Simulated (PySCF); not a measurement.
Identify the unknown among the candidates.

All candidates are C3H9NSi2.

| technique | computed result |
| --- | --- |
| Dipole | 1.97 D [CAM-B3LYP/def2-SVPD] |
| Rotational structure | rotational constants A, B, C: 7.923, 0.751, 0.700 GHz [GFN2-xTB] |
| Polarisability | 95.8 au [CAM-B3LYP/def2-SVPD] |
| Triplet | lowest triplet excitation (Tamm–Dancoff): 5.10 eV [TDA CAM-B3LYP/def2-SVPD] |
| UV, first state | lowest singlet excitation: 6.01 eV (206 nm, f = 0.000) [TDDFT CAM-B3LYP/def2-SVPD] |

Electronic properties: PySCF, gas phase, density fitting. Levels stand in brackets. Isolated species at its GFN2-xTB geometry (one conformer only).

Question: Which candidate is it?
A. `[H]/N=C\C=C\[SiH2][SiH3]`
B. `CC#C[SiH2]N[SiH3]`
C. `N[Si@H]1C=CC[SiH2]1`

Answer: B. It is `CC#C[SiH2]N[SiH3]`. Numbering: `[CH3:1][C:2]#[C:3][SiH2:4][NH:5][SiH3:6]`. Its formula, C3H9NSi2, gives 2 degrees of unsaturation: 0 rings and 2 π bonds in the structure found. By its constants the optimised geometry is an asymmetric top.

The others, at the same levels:
- `[H]/N=C\C=C\[SiH2][SiH3]` fails: its computed lowest singlet excitation is 4.52 eV (275 nm, f = 0.006) (against 6.01 eV), lowest triplet excitation (Tamm–Dancoff) is 3.42 eV (against 5.10 eV) and static isotropic polarisability is 107.8 au (against 95.8 au).
- `N[Si@H]1C=CC[SiH2]1` fails: its computed lowest singlet excitation is 5.57 eV (223 nm, f = 0.011) (against 6.01 eV), lowest triplet excitation (Tamm–Dancoff) is 4.33 eV (against 5.10 eV) and static isotropic polarisability is 94.3 au (against 95.8 au).

Each candidate is one conformer, not necessarily the lowest. Dipoles, sizes and rotational constants follow the conformer. The torsions of the flexible species, by atom-mapped SMILES:
- `[CH3:1][C:2]#[C:3][SiH2:4][NH:5][SiH3:6]`: C3–Si4–N5–Si6 177°
- `[H]/[N:1]=[CH:2]\[CH:3]=[CH:4]\[SiH2:5][SiH3:6]`: N1–C2–C3–C4 178°, C3–C4–Si5–Si6 -104°

The conformers of `N[Si@H]1C=CC[SiH2]1` aren't listed.
